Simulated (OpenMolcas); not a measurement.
Dy⁴⁺: the spin-orbit constant, worked from levels

| Property | Result |
| --- | --- |
| Program | OpenMolcas |
| Basis | ANO-RCC-VQZP [9s8p6d4f3g2h] |
| Scalar Hamiltonian | DKH2, point nucleus |
| Active space | 8 electrons in 7 orbitals (4f) |
| State averaging | 2S+1 = 7 even, 7 roots; 2S+1 = 5 even, 140 roots (105 in the spin-orbit step); 2S+1 = 3 even, 195 roots kept (CI in the orbitals of an earlier block, 141 in the spin-orbit step); 2S+1 = 1 even, 86 roots kept (CI in the orbitals of an earlier block, 47 in the spin-orbit step) |
| Spin-orbit coupling | state interaction with AMFI integrals over the reference wave functions, term energies averaged over their components |

Methods: CASSCF; MS-CASPT2, IPEA 0.25 Eh, imaginary shift 0.1 Eh (closed shells correlated: 5s 5p).

**The spin-orbit constant.** For the Hund term 7F of f8, E(J) = (A/2) J(J+1) + constant and ζ = -2S·A = -6A. From J = 0 to J = 6 the energy changes by 21 A.

```csv
Source,E(6) - E(0),A,ζ
CASSCF,-7048.5,-335.6,2014
MS-CASPT2,-6989.5,-332.8,1997
```

All in cm-1. Both methods take the spin-orbit matrix elements from the reference wave functions, so the second can move ζ only through the term energies and any multistate remixing. Second-order mixing with other terms is absorbed into this ζ.

CASPT2 breaks the degeneracy within a term, and the mean is taken; among the terms shown or strongly mixed into the levels shown the widest spread is 60 cm-1 (4f8 7F, MS-CASPT2). High states are left out of the spin-orbit mixing, which shifts the levels that they would mix with. Without dynamic correlation excited terms often stand tens of per cent too high (terms of higher spin than the ground term too low), and those without a measured partner can miss by more than the paired ones (holds for CASSCF). Blocks of more than 70 roots (2S+1 = 5 even, 3 even) ran without multistate coupling (holds for MS-CASPT2). Levels of configurations outside the active space are missing.
